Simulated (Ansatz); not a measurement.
Geometry optimisation, Ansatz, UHF/def2-SVP.

Input:

```yaml
crystal:
  periodic: [false, false, false]
  atoms:
    - { symbol: W, position_ang: [-0.05576, -0.143069, 0.58867] }
    - { symbol: F, position_ang: [1.233284, 0.358036, 1.871236] }
    - { symbol: H, position_ang: [1.196655, -0.091151, -0.471735] }
    - { symbol: H, position_ang: [0.354077, 1.236539, -0.208868] }
    - { symbol: H, position_ang: [-1.516251, 0.673852, 0.25656] }
    - { symbol: H, position_ang: [0.080832, -1.649043, -0.203681] }
    - { symbol: H, position_ang: [-0.389544, -0.096568, -1.056997] }
    - { symbol: "N", position_ang: [-0.517428, -0.240234, 3.54247] }
    - { symbol: H, position_ang: [0.079372, -0.755103, 4.199706] }
    - { symbol: H, position_ang: [-0.465235, 0.706741, 3.962638] }
magnetization:
  spin_polarized: true
  initial_magnetization: 1
basis:
  gaussian: { orbitals: def2-SVP }
hamiltonian:
  xc: hf
relax:
  f_tol: 0.03
  max_steps: 50
```

Command:

```bash
$ ansatz run input.yaml --threads 2 --pin off --max-ram 3072MiB --backend cpu --events-out ev --progress --plain --runs-dir out
```

Q: Where does it end, and by what steps?

A: The forces met the threshold. After 12 steps the energy has fallen by 0.858 eV; F2 moved furthest, 0.89 Å.

```tsv
step	energy less start (eV)	largest force component (eV/Å)	accepted
0	0.0000	0.921	yes
1	-0.2368	0.573	yes
2	-0.4732	0.804	yes
3	-0.6430	0.920	yes
4	-0.7565	0.465	yes
5	-0.7727	0.549	yes
6	-0.7380	2.259	no
7	-0.8507	0.210	yes
8	-0.8559	0.039	yes
9	-0.8410	0.664	no
10	-0.8565	0.120	yes
11	-0.8542	0.117	no
12	-0.8578	0.018	yes
```

```xyz
10
Properties=species:S:1:pos:R:3
W 0.220 0.127 0.826
F 1.819 0.919 1.511
H 1.094 -0.280 -0.526
H 0.365 1.149 -0.476
H -1.225 1.030 0.725
H 0.099 -1.564 0.633
H -0.691 -0.289 -0.515
N -0.460 -0.300 3.060
H -0.219 -1.122 3.601
H -1.003 0.328 3.641
```

Whether the end is a true minimum wasn't checked by a vibrational analysis.

Time of the run: 33 s on 2 threads of Arm Neoverse V1 (shared host), peak memory 0.21 GiB.
